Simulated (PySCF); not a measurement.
Assignment exercise: C₆H₈O₂

Molfile (atoms numbered from 1):
```
C6H8O2
     RDKit          3D

 16 15  0  0  0  0  0  0  0  0999 V2000
   -2.1349    1.2047    1.0398 C   0  0  0  0  0  0  0  0  0  0  0  0
   -2.1517    0.1559   -0.0147 C   0  0  0  0  0  0  0  0  0  0  0  0
   -1.1017   -0.4745   -0.5545 C   0  0  0  0  0  0  0  0  0  0  0  0
    0.2784   -0.2639   -0.2172 C   0  0  0  0  0  0  0  0  0  0  0  0
    1.2855   -0.9330   -0.8005 C   0  0  0  0  0  0  0  0  0  0  0  0
    2.6942   -0.7295   -0.4703 C   0  0  0  0  0  0  0  0  0  0  0  0
    3.6118   -1.3221   -0.9872 O   0  0  0  0  0  0  0  0  0  0  0  0
    2.9072    0.2005    0.4848 O   0  0  0  0  0  0  0  0  0  0  0  0
   -2.6071    2.1115    0.6608 H   0  0  0  0  0  0  0  0  0  0  0  0
   -2.7193    0.8710    1.8977 H   0  0  0  0  0  0  0  0  0  0  0  0
   -1.1313    1.4459    1.3729 H   0  0  0  0  0  0  0  0  0  0  0  0
   -3.1421   -0.1062   -0.3658 H   0  0  0  0  0  0  0  0  0  0  0  0
   -1.2823   -1.2189   -1.3195 H   0  0  0  0  0  0  0  0  0  0  0  0
    0.5181    0.4673    0.5408 H   0  0  0  0  0  0  0  0  0  0  0  0
    1.1075   -1.6760   -1.5646 H   0  0  0  0  0  0  0  0  0  0  0  0
    3.8601    0.2762    0.6451 H   0  0  0  0  0  0  0  0  0  0  0  0
  1  2  1  0
  2  3  2  0
  3  4  1  0
  4  5  2  0
  5  6  1  0
  6  7  2  0
  6  8  1  0
  1  9  1  0
  1 10  1  0
  1 11  1  0
  2 12  1  0
  3 13  1  0
  4 14  1  0
  5 15  1  0
  8 16  1  0
M  END
```

- structure optimised with GFN2-xTB
- NMR shieldings at PBE0/pcSseg-1/GIAO
- program: PySCF
- gas phase, one computed conformer, no relativistic terms, one averaged value for each set of equivalent atoms

Shifts are taken against calculated references (same method and geometry level): TMS for $^{13}$C (186.93 ppm), $^{1}$H (31.72 ppm).

Q: Assign these signals to the numbered atoms. $^{13}$C{$^{1}$H} NMR (computed): δ 170.9, 147.7, 147.3, 135.1, 127.3, 17.9.

A: 
170.9 → C6, carboxylic acid carbon: lone-pair donation from the attached heteroatom keeps it upfield of a ketone carbonyl
147.7 → C4, β carbon of a C=C–C=O unit: conjugation with the carbonyl draws π density from the β position
147.3 → C2, alkene CH: an sp2 carbon of a C=C bond
135.1 → C3, alkene CH
127.3 → C5, α carbon of a C=C–C=O unit: the olefinic region
17.9 → C1, allylic methyl carbon: saturated and bonded to C and H only

C4 and C2 lie closer than the usual error of such a calculation, so a measured spectrum could show them in the other order.

Q: Assign these signals to the numbered atoms. $^{1}$H NMR (300 MHz, computed): δ 8.03 (m, 1H), 6.47 (m, 1H), 6.31 (m, 1H), 5.88 (d, 1H), 5.87 (br s, 1H), 2.12 (d, 3H).

A: 
```tsv
δ (ppm)	atoms	environment	reason
8.03	H14	hydrogen on a β carbon of a C=C–C=O unit	–
6.47	H13	hydrogen on an alkene CH	a vinylic proton, deshielded by the sp2 carbon and the C=C anisotropy
6.31	H12	hydrogen on an alkene CH	–
5.88	H15	hydrogen on an α carbon of a C=C–C=O unit	a vinylic proton, deshielded by the sp2 carbon and the C=C anisotropy
5.87	H16	hydrogen on an acid hydroxyl oxygen	exchangeable, gas-phase position
2.12	H9/H10/H11	hydrogen on an allylic methyl carbon	allylic position
```

H15 and H16 lie closer than the usual error of such a calculation, so a measured spectrum could show them in the other order.

OH and NH positions are those of a molecule without intermolecular hydrogen bonds; in solution they move with solvent, concentration and temperature, and exchange usually removes their couplings. Shifts are as computed. Against solution values, carbons near 30 ppm lie about +3 ppm off and those near 130 ppm about +5 ppm (rms about the fit 2.1 ppm; single classes can miss by 10 ppm). Of 1328 compounds with measured shifts, 309 miss one by over three times the rms of a fit or turn the order of signals round; such compounds aren't used in these exercises. Signals without a measured value on file couldn't be tested in this way; 1H shifts scatter by 0.2 ppm about their fit, and single ones miss by 0.5 ppm. Hydrogen bonding in solution deshields acid and N–H amide carbonyl carbons by as much as 10 ppm beyond these values. Multiplicities follow the n + 1 count of equivalent neighbours, as no J values were calculated; m marks all less simple cases, F and P coupling included.
